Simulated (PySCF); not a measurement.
```xyz
3
charge 1 multiplicity 3, angstrom
Rh    0.0000    0.0000   -0.4412
O     0.6188    0.0000    1.4191
O    -0.6188    0.0000    1.4191
```

All numbers come from UPBE0/[Rh def2-TZVP with ECP28, O def2-TZVP], scalar-relativistic core potentials, density fitting, no spin–orbit coupling, PySCF.

This geometry of [RhO2]+ is a stationary point at this level.

Q: What is the point group?

A: C2v.

Q: Is it a minimum?

A: Yes: all harmonic wavenumbers are real.

Q: Which band is strongest in the infrared?

A: 1419 cm⁻¹ (a1), 86 km/mol.

Q: What are the dipole moment and the gap between the highest occupied and lowest empty levels of either spin?

A: 1.90 D about the centre of mass and 4.30 eV.

Other isomers or separated fragments may lie lower. Other spin states or occupations of the open shell can lie lower. At this level a quintet minimum of Cs symmetry lies 11 kJ/mol below this structure.
